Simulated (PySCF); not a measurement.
## How methods differ on the excitation energy of Mg

Mg [Ne] 3s2 (1S) → Mg [Ne] 3d2 (3F), as a difference of total energies. Calculation: PySCF 2.14, in aug-cc-pVQZ; no relativity, point nucleus. Correlated levels: valence: [Ne] frozen. The calculations carry no spin-orbit coupling.

```tsv
method	excitation energy (eV)
UHF	13.159
MP2 (valence)	13.700
SCS-MP2 (valence)	13.916
CCSD (valence)	13.424
```

**Question.** How much does correlation contribute at MP2 (valence)?

**Answer.** 13.700 − (13.159) = 0.541 eV, measured against UHF.

The upper state lies above the first ionisation limit, where it may autoionise and the basis confines it.

The promoted electron is Rydberg-like, and one or two diffuse shells describe it only roughly, which tends to raise the upper state.

With two correlated electrons CCSD is exact in that space.

The coupled-cluster amplitudes are large for the upper state (T1 above 0.03 or a double amplitude above 0.15), so a single reference is strained.
